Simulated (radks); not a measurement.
The lutetium ion Lu2+, 69 electrons, occupied as [Kr] 4d10 4f14 5s2 5p5 6s1 5d1 (not the ground configuration).

Calculated with a radial shooting solver on a logarithmic mesh with Libxc functionals: Dirac Kohn-Sham, Wu-Cohen GGA, spin-unpolarised, spherical densities, finite nucleus; open shells fill j = l - 1/2 first; Fermi nuclear charge, rms radius 5.37 fm.

Energy parts (hartree):
total: -14576.2893
kinetic: 16242.5419
electron-nucleus: -36195.3882
Hartree: 5676.9453
exchange-correlation: -300.3883

Orbitals (lengths in bohr, moments of r in powers of bohr; <r^-3> diverges for s and p1/2; r(90%) holds 90 % of the orbital's charge):
orbital,occ.,eigenvalue (hartree),<r^-3>,<1/r>,r(90%)
1s1/2,2,-2321.038,-,82.17,0.0351
2s1/2,2,-395.4878,-,19.88,0.127
2p1/2,2,-377.6295,-,19.86,0.112
2p3/2,4,-336.5575,14150,16.96,0.122
3s1/2,2,-90.18624,-,7.290,0.312
3p1/2,2,-82.26211,-,7.208,0.304
3p3/2,4,-73.50248,3144,6.462,0.324
3d3/2,4,-60.00669,539.8,6.353,0.296
3d5/2,6,-58.09394,465.6,6.173,0.302
4s1/2,2,-18.54254,-,3.053,0.687
4p1/2,2,-15.31302,-,2.943,0.707
4p3/2,4,-13.31958,715.3,2.683,0.754
4d3/2,4,-8.00035,106.0,2.461,0.814
4d5/2,6,-7.63659,89.61,2.398,0.831
5s1/2,2,-2.97242,-,1.152,1.68
5p1/2,2,-2.06644,-,1.022,1.89
5p3/2,3,-1.80209,93.16,0.9333,2.05
4f5/2,6,-1.12741,14.41,1.854,1.21
4f7/2,8,-1.07097,13.71,1.824,1.23
5d3/2,1,-0.68099,6.319,0.6238,3.18
6s1/2,1,-0.67149,-,0.4274,4.27
5d5/2,0,-0.65995,5.236,0.6063,3.26
6p1/2,0,-0.48750,-,0.3586,5.11
6p3/2,0,-0.45359,12.33,0.3369,5.41

The highest occupied level is 6s1/2 at -18.272 eV. Summed over all electrons, <r^2> = 44.38 bohr^2, which gives a Langevin (diamagnetic) susceptibility term of -35.2 x 10^-6 cm^3/mol. The electron density at the nucleus is 1.111e+06 e/bohr^3. The density falls to 0.001 e/bohr^3 at r = 4.10 bohr.
